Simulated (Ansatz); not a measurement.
System: VF, net charge 0, quintet state. The spin state was set by rule; other spins were not relaxed. 
Geometry from a B3LYP-D3(BJ)/def2-TZVP (Ansatz, a program for electronic structure) optimisation:
SMILES: [F][V]
```xyz
2

V      0.0000     0.0000    -0.5025
F      0.0000     0.0000     1.2842
```
Charge 0, spin multiplicity 5.

Total electronic energies in hartree. Correlated levels leave the core frozen unless marked. Open shells are spin-unrestricted. Spin-orbit coupling is left out. Frozen are the shells of the preceding noble gas and the d and f shells that filled before the atom's block. No relativistic terms. 

The Hartree-Fock reference is unstable (checked in the largest basis), which strains HF and MP2. The T1 diagnostic of CCSD in the largest basis is 0.052, which is high, so the coupled-cluster rows are less sure than usual.

```
level                            program  energy (Eh)
------------------------  --------------  -----------
RI-HF/def2-QZVPP                  Ansatz  -1042.45748
PBE/def2-TZVPD                    Ansatz  -1043.55993
PBE-D4/def2-TZVPD         Ansatz + dftd4  -1043.56096
revPBE-D4/def2-TZVPD      Ansatz + dftd4  -1043.75263
r2SCAN-D3(BJ)/def2-TZVPD  Ansatz + dftd3            ?
B3LYP-D4/def2-TZVPD       Ansatz + dftd4            ?
PBE0-D3(BJ)/def2-TZVP     Ansatz + dftd3  -1043.57558
PBE0/def2-QZVPP                   Ansatz  -1043.60324
B2PLYP-D3(BJ)/def2-TZVPD  Ansatz + dftd3  -1043.56056
RPA@PBE/def2-TZVPP                Ansatz  -1042.93955
CCSD/STO-3G                       Ansatz  -1031.15010
CCSD/6-31G                        Ansatz            ?
CCSD/def2-SVP                     Ansatz  -1042.41558
CCSD/def2-TZVPPD                  Ansatz  -1042.76387
```

Q: What belongs in the gaps?

A: 
- r2SCAN-D3(BJ)/def2-TZVPD, energy (Eh): -1043.81453
- B3LYP-D4/def2-TZVPD, energy (Eh): -1043.90024
- CCSD/6-31G, energy (Eh): -1042.43949
